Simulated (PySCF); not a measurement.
## Zn(2+) (zinc, charge +2): UHF calculation

Configuration: [Ar] 3d9 4s1, high-spin 3D determinant (an excited configuration). All numbers are calculated (PySCF 2.14, the non-relativistic Hamiltonian (point nucleus), in dyall-av2z).

```
Total energy                                                  : -1776.604018 hartree
One-electron energy                                           : -2452.4873 hartree
Hartree (Coulomb) energy                                      : 744.8629 hartree
Exchange energy                                               : -68.9797 hartree
Kinetic energy                                                : 1776.52120 hartree
⟨S²⟩                                                          : 2.0005
⟨L²⟩                                                          : 6.010
Sum of ⟨r⟩                                                    : 17.00 bohr
Sum of ⟨r²⟩                                                   : 18.48 bohr²
Traceless quadrupole moment −½Σ⟨3z² − r²⟩ along its main axis : -0.186 e·bohr²
Density at the nucleus (Gaussians lack the cusp)              : 18200 bohr⁻³
Spin density at the nucleus                                   : 8.89 bohr⁻³
Langevin diamagnetic susceptibility                           : -14.6 ×10⁻⁶ cm³/mol
```

```tsv
shell	electrons	mean orbital energy (eV)	spread (eV)	rms radius, mean of both spins (bohr)
1s α	1	-9644.0	0	0.0591
1s β	1	-9643.8	0	0.0591
2s α	1	-1238.4	0	0.248
2s β	1	-1236.9	0	0.248
2p α	3	-1090.3	1.397	0.221
2p β	3	-1089.0	0.041	0.221
3s α	1	-184.50	0	0.737
3s β	1	-180.96	0	0.737
3p α	3	-135.35	2.679	0.772
3p β	3	-131.51	1.722	0.772
3d α	5	-51.559	3.199	0.919
3d β	4	-49.638	2.472	0.919
4s α	1	-28.598	0	2.41
```

Spin-orbit constants ζ (cm⁻¹) from the X2C one-electron operator on these orbitals (non-relativistic here): bare nucleus, nucleus screened by l(l+1)(2l+1)/3 electrons, and screened by the Breit-Pauli mean field of the electrons.

| shell | bare | screened nucleus | mean field |
| --- | --- | --- | --- |
| 2p | 126500 | 118100 | 114100 |
| 3p | 16150 | 15070 | 14450 |
| 3d | 1810 | 1207 | 1107 |

To first order the Landé constant is A = -553.4 cm⁻¹, so the lowest level has J = 3 and lies 0.137 eV below the centre of the term. This holds in LS coupling only.
